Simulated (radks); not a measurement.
Pm XXXVI, 26 electrons, occupied as [Ar] 3d8.

Calculated with a radial shooting solver on a logarithmic mesh with Libxc functionals: Dirac Kohn-Sham, LB94 model potential, spin-unpolarised, spherical densities, finite nucleus; open shells fill j = l - 1/2 first; Fermi nuclear charge, rms radius 4.962 fm.

Energy parts (eV):
| part | energy |
|---|---|
| kinetic | 273882.13 |
| electron-nucleus | -573212.40 |
| Hartree | 52465.99 |
(The LB94 potential has no energy functional, so no total or exchange-correlation energy is given.)

Orbitals (lengths in bohr, moments of r in powers of bohr; r(max) is where P^2 peaks):
1s1/2: occ. 2; eigenvalue (eV) -46717.70; r(max) 0.01478; <r^2> 0.0007294
2s1/2: occ. 2; eigenvalue (eV) -8877.401; r(max) 0.08374; <r^2> 0.01137
2p1/2: occ. 2; eigenvalue (eV) -8505.091; r(max) 0.06346; <r^2> 0.008275
2p3/2: occ. 4; eigenvalue (eV) -7935.600; r(max) 0.06901; <r^2> 0.009498
3s1/2: occ. 2; eigenvalue (eV) -3004.956; r(max) 0.2348; <r^2> 0.07295
3p1/2: occ. 2; eigenvalue (eV) -2847.880; r(max) 0.2211; <r^2> 0.06751
3p3/2: occ. 4; eigenvalue (eV) -2725.390; r(max) 0.2324; <r^2> 0.07380
3d3/2: occ. 4; eigenvalue (eV) -2461.223; r(max) 0.1831; <r^2> 0.05768
3d5/2: occ. 4; eigenvalue (eV) -2433.546; r(max) 0.1863; <r^2> 0.05939
4s1/2: occ. 0; eigenvalue (eV) -1489.991; r(max) 0.4954; <r^2> 0.2795
4p1/2: occ. 0; eigenvalue (eV) -1425.381; r(max) 0.4912; <r^2> 0.2776
4p3/2: occ. 0; eigenvalue (eV) -1383.230; r(max) 0.5083; <r^2> 0.2951

The highest occupied level is 3d5/2 at -2433.5 eV. Summed over all electrons, <r^2> = 1.123 bohr^2, which gives a Langevin (diamagnetic) susceptibility term of -0.89 x 10^-6 cm^3/mol. For comparison, the ionisation energy in NIST's Atomic Spectra Database is 2443 eV (theoretical). In exact Kohn-Sham theory the highest level is minus the ionisation energy, but local and semilocal functionals leave it too shallow, through self-interaction and a potential that decays too fast; potentials with the right tail come closer. The electron density at the nucleus is 4.907e+05 e/bohr^3.

Beside tabulated values, note that spin-unpolarised runs miss the spin-polarisation part of the exchange energy of open shells.
